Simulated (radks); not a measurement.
W LXIII, configuration [Ne] 3s2.

Method: scalar-relativistic Kohn-Sham, r2SCAN, spin-polarised, spherical densities, finite nucleus; meta-GGA in the generalised Kohn-Sham scheme; Fermi nuclear charge, rms radius 5.3658 fm; computed with a radial shooting solver on a logarithmic mesh with Libxc functionals.

Energy parts (eV):
part                      energy
total                 -315074.41
kinetic                357140.93
electron-nucleus      -693934.67
Hartree                 25666.51
exchange-correlation    -3947.19

Orbitals (lengths in bohr, moments of r in powers of bohr; r(max) is where P^2 peaks):
orbital	occ.	eigenvalue (eV)	r(max)
1s	2	-74827.04	0.01145
2s	2	-17015.71	0.06518
2p	6	-15546.62	0.05337
3s	2	-6966.965	0.1746

The highest occupied level is 3s at -6967.0 eV. The electron density at the nucleus is 1.52e+06 e/bohr^3 (large components only).
